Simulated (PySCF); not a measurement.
CH4F2NOTa, multiplicity 1. Atoms are numbered in the order given.

```xyz
10

Ta    -0.0125    -0.2398     0.0000
N      0.0216     1.5382     0.0000
C     -0.0068     2.9607     0.0000
H     -0.5305     3.3600     0.8978
H      1.0212     3.3893     0.0000
H     -0.5305     3.3600    -0.8978
F     -0.9033    -0.7841     1.5961
F     -0.9033    -0.7841    -1.5961
O      1.8079    -0.8361     0.0000
H      2.6410    -0.3347     0.0000
```

Geometry: PBE-D3(BJ)/def2-SVP. The spin state was assumed, not searched. The def2 effective core potentials stand for the cores of Ta; spin–orbit coupling is left out. Other conformers were not sampled.

All values below come from PBE/def2-TZVP (PySCF).

ESP charges are fitted to the potential on shells at 1.4 to 2.0 van der Waals radii. Atomic charges (e):

```
atom  Löwdin  ESP fit  Mulliken
----  ------  -------  --------
Ta1     0.75     1.53      1.31
N2     -0.19    -0.61     -0.43
C3     -0.39    -0.26     -0.25
H4      0.12     0.14      0.13
H5      0.12     0.13      0.12
H6      0.12     0.14      0.13
F7     -0.22    -0.38     -0.38
F8     -0.22    -0.38     -0.38
O9     -0.28    -0.72     -0.60
H10     0.18     0.41      0.34
```
